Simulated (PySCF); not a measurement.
Species: C₃H₃ClF₂O.
SMILES: `FC(F)(Cl)[C@H]1CO1`

Theory: PySCF 2.14.0, density-fitted response routines, TDDFT B3LYP/def2-SVPD, vertical, gas phase, core orbitals frozen in the response. The structure is a single GFN2-xTB conformer in the gas phase; no vibrational or solvent corrections. Torsions of this conformer, `[F:1][C:2]([F:3])([Cl:4])[C@H:5]1[CH2:6][O:7]1`: F1–C2–C5–C6 -167°.

Broadening: Gaussians 0.4 eV wide at half height, area fixed by f = 4.319×10⁻⁹ ∫ε dν̃. The cross-section is σ = 3.8235×10⁻²¹ ε cm², given in Mb (10⁻¹⁸ cm²). The width is an assumption, not a result. The curve ends short of the highest state used, and states not computed would add to its high-energy end.

E (eV), σ (Mb) and a bar:
```
     6.56       0.01 
     6.62       0.02 
     6.68       0.06 
     6.75       0.17 #
     6.81       0.37 #
     6.87       0.72 ##
     6.94       1.32 ####
     7.00       1.95 ######
     7.07       2.61 ########
     7.13       2.94 #########
     7.19       2.95 #########
     7.26       2.62 ########
     7.32       2.23 #######
     7.38       1.98 ######
     7.45       2.06 ######
     7.51       2.50 ########
     7.57       3.22 ##########
     7.64       4.31 #############
     7.70       5.39 #################
     7.77       6.81 #####################
     7.83       8.05 #########################
     7.89       9.11 ############################
     7.96       9.76 ##############################
     8.02       9.66 ##############################
```

Task: Locate the maxima and give the states behind the curve.

Result: 173 nm (7.16 eV), ε about 780, made up of S1 (99%); 155 nm (7.98 eV), ε about 2600, made up of S4 (81%) (ε in L mol⁻¹ cm⁻¹; maxima over ε = 5, shares over 10%). The states used: S1 7.16 eV (f 0.011); S2 7.65 eV (f 0.0084); S3 7.74 eV (f 0.0038); S4 7.97 eV (f 0.031); S5 8.17 eV (f 0.0023); S6 8.23 eV (f 0.0086); S7 8.42 eV (f 0.012); S8 8.62 eV (f 0.0092).

Task: What would ε be at 7.98 eV, the highest of these maxima, with half the width (0.2 eV)?

Result: About 4170 L mol⁻¹ cm⁻¹ against 2560, a factor of about 1.6; a lone state at its own centre would give exactly 2.

Task: Coming from long wavelengths, where does ε first pass 100 L mol⁻¹ cm⁻¹?

Result: At about 182 nm (6.81 eV), 0.34 eV below S1.

Task: Does any computed singlet lie in the visible range?

Result: No computed singlet lies in the visible range (380 to 750 nm); the lowest, at 173 nm, stands 3.89 eV above its violet end (3.26 eV).

Time: 46 s of wall time; peak memory 0.71 GiB. Hardware: one thread, Arm Neoverse N1 (aarch64) (shared host).
